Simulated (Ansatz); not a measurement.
`[SiH3][SnH3]` + `[OH][AlH2]` → `[AlH2][O][SiH3]` + `[SnH4]`  (cleavage of the Si–Sn bond)

Computed with Ansatz on PBE0-D4/def2-TZVP structures; ΔE is electronic, products minus reactants. CCSD(T)/CBS is the MP2 limit (def2-TZVPP, def2-QZVPP) plus CCSD(T) − MP2 in def2-TZVPP, frozen cores. This one scheme is used for every species. DFT in def2-TZVPP. B3LYP here is the variant with VWN-RPA as its local correlation; programs differ in this. HSE06 is defined as in plane-wave codes. def2 core potentials past Kr. For Sn outer-core shells are correlated without core-valence functions, which leaves a few kJ/mol of doubt a bond.

`[SiH3][SnH3]`:

```xyz
8

Si    1.047   -0.412    0.680
Sn   -0.991    0.390   -0.645
H     1.510    0.656    1.605
H     2.158   -0.758   -0.245
H     0.697   -1.617    1.478
H    -2.280    0.779    0.406
H    -1.529   -0.821   -1.721
H    -0.611    1.782   -1.558
```

`[OH][AlH2]`:

```xyz
5

O    -0.773    0.620   -0.706
Al    0.247   -0.415    0.168
H    -0.842    1.558   -0.536
H     1.146    0.170    1.334
H     0.222   -1.932   -0.261
```

`[AlH2][O][SiH3]`:

Cartesian coordinates in Å:
```
Al -0.274 1.799 0.429
O -0.027 0.177 0.059
Si 0.211 -1.381 -0.327
H 0.669 2.465 1.506
H -1.436 2.562 -0.321
H -0.616 -2.252 0.549
H 1.643 -1.744 -0.151
H -0.169 -1.626 -1.744
```

`[SnH4]`:

```xyz
5

Sn    0.000    0.000    0.000
H    -0.702   -0.631   -1.418
H     1.640   -0.456    0.073
H    -0.821   -0.613    1.361
H    -0.117    1.700   -0.016
```

```
             level  ΔE (kJ/mol)  difference from CCSD(T)/CBS
       LDA (SPW92)        -60.3                         15.2
            PBE-D4        -56.8                         18.7
         revPBE-D4        -59.1                         16.4
         r2SCAN-D4        -75.6                         -0.1
            B97M-V        -88.6                        -13.1
           PBE0-D4        -65.5                         10.0
          B3LYP-D4        -80.5                         -5.0
        r2SCANh-D4        -76.7                         -1.2
        r2SCAN0-D4        -78.5                         -3.0
          HSE06-D4        -65.1                         10.4
          BHLYP-D4        -91.3                        -15.8
      CAM-B3LYP-D4        -88.7                        -13.2
           ωB97X-V        -80.6                         -5.1
           ωB97M-V        -81.1                         -5.6
          PBE-QIDH        -76.9                         -1.4
              BLYP        -74.6                          0.9
            r2SCAN        -75.5                          0.0
              PBE0        -65.9                          9.6
             B3LYP        -81.1                         -5.6
           r2SCANh        -76.8                         -1.3
           r2SCAN0        -78.6                         -3.1
             HSE06        -65.5                         10.0
             BHLYP        -93.2                        -17.7
         CAM-B3LYP        -89.1                        -13.6
           LC-ωPBE        -76.5                         -1.0
RPA@PBE/def2-TZVPP        -84.2                         -8.7
       HF/def2-SVP       -102.2                        -26.7
      MP2/def2-SVP        -82.6                         -7.1
     CCSD/def2-SVP        -80.9                         -5.4
  CCSD(T)/def2-SVP        -78.4                         -2.9
     HF/def2-TZVPP       -109.6                        -34.1
    MP2/def2-TZVPP        -82.9                         -7.4
SCS-MP2/def2-TZVPP        -90.1                        -14.6
   CCSD/def2-TZVPP        -85.5                        -10.0
CCSD(T)/def2-TZVPP        -81.8                         -6.3
     HF/def2-QZVPP       -111.8                        -36.3
    MP2/def2-QZVPP        -80.0                         -4.5
      HF/CBS(def2)       -112.1                        -36.6
     MP2/CBS(def2)        -76.6                         -1.1
    CCSD/CBS(def2)        -79.1                         -3.6
       CCSD(T)/CBS        -75.5                            0
```

Largest T1 diagnostic among the species: 0.013.

From PBE to PBE0 (25 % exact exchange), in def2-TZVPP and without D4, ΔE moves by −8.7 kJ/mol. In def2-TZVPP, CCSD(T) changes the Hartree–Fock value by +27.8 kJ/mol (the triples alone add +3.7 kJ/mol) and MP2 by +26.7 kJ/mol. Leaving LDA and LC-ωPBE aside and taking each functional with its dispersion term where it has one, the values spread over 34.5 kJ/mol, from BHLYP-D4 to PBE-D4. LDA lies −3.2 kJ/mol from PBE without D4.
